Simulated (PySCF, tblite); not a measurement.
Isomers of C2H5OSi (doublet state). Method: GFN2-xTB as coded in tblite; computed harmonic values from a numerical Hessian at the method's own geometry, unscaled. This tight-binding method is rough: wavenumbers can miss measured ones by several per cent, in bad cases by 10 to 20. Modes of hydrogen on silicon can be 10 to 20 % off. One conformer each. Open shells enter through the occupations alone, without spin polarisation, and single modes of such species can be off by tens of per cent.

Electronic energies: B3LYP/pcH-1 single points on the GFN2-xTB geometries (PySCF, gas phase).

```
        SMILES  electronic energy, lowest = 0 (kJ/mol)
  C=[C]O[SiH3]                                    61.8
[CH2][SiH2]C=O                                    63.6
  O=[C]C[SiH3]                                     0.0
```

Question: How do GFN2-xTB zero-point energies change the relative energies?

Answer: 
| SMILES | ZPE (kJ/mol) | of it from modes above 1550 cm⁻¹ | electronic (kJ/mol) | with ZPE, lowest = 0 (kJ/mol) | lowest mode (cm⁻¹) | rings |
| --- | --- | --- | --- | --- | --- | --- |
| O=[C]C[SiH3] | 148.6 | 87.5 | 0.0 | 0.0 | 88 | 0 |
| C=[C]O[SiH3] | 146.3 | 87.8 | 61.8 | 59.5 | 63 | 0 |
| [CH2][SiH2]C=O | 146.7 | 91.0 | 63.6 | 61.7 | 65 | 0 |

The zero-point energies span 2.3 kJ/mol, from `C=[C]O[SiH3]` to `O=[C]C[SiH3]`. The order is unchanged.

Question: And how do the electronic energies of GFN2-xTB itself compare?

Answer: `O=[C]C[SiH3]` 80.4; `C=[C]O[SiH3]` 0.0; `[CH2][SiH2]C=O` 181.8 kJ/mol, lowest = 0. Against the energies above, taken from the same isomer `O=[C]C[SiH3]`, the largest difference is 142.2 kJ/mol.
